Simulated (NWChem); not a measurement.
Molecule: CdBrCl; SMILES [Cl][Cd][Br]

This build's default masses of Se (78.918 u) and Br (79.917 u) are each other's, which moves their modes by up to 0.6 %. def2 effective core potentials on Cd; no spin-orbit coupling.

Task: Give the equilibrium geometry at PBE0/def2-SVP with def2 effective core potentials on Cd (NWChem) as a list of bonds and angles, with the point group.

Result: point group C*v; any orientation.
Bond lengths (Å): Cd1–Cl2 2.280, Cd1–Br3 2.402. Bond angles (°): Cl2–Cd1–Br3 180.0.
